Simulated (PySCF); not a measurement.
Sm⁺ (samarium, charge +1) across methods

[Xe] 4f6 6s1, high-spin 8F determinant. All numbers are calculated (PySCF 2.14, the spin-free X2C one-electron Hamiltonian (Gaussian nucleus), in ANO-RCC-VTZP (8s7p5d3f2g1h, 104 functions)).

| method | E (hartree) | mean ε 5p β (eV) | mean ε 4f α (eV) | mean ε 6s α (eV) | Σ⟨r²⟩ (bohr²) | ⟨S²⟩ |
| --- | --- | --- | --- | --- | --- | --- |
| LDA | -10418.01 | -28.221 | -10.003 | -9.040 | 57.80 | 15.752 |
| PBE0 | -10425.73 | -29.576 | -12.285 | -9.288 | 58.20 | 15.753 |
| UHF | -10422.15551 | -33.227 | -19.424 | -10.342 | 59.76 | 15.755 |
| PBE | -10425.79 | -27.969 | -9.829 | -8.815 | 58.15 | 15.752 |

**Question.** Estimate the same row for r2SCAN.

**Answer.** E (hartree) = -10426.08; mean ε 5p β (eV) = -28.495; mean ε 4f α (eV) = -10.038; mean ε 6s α (eV) = -8.895; Σ⟨r²⟩ (bohr²) = 58.21; ⟨S²⟩ = 15.755.

Spin-orbit coupling, absent here, splits the open shell strongly.
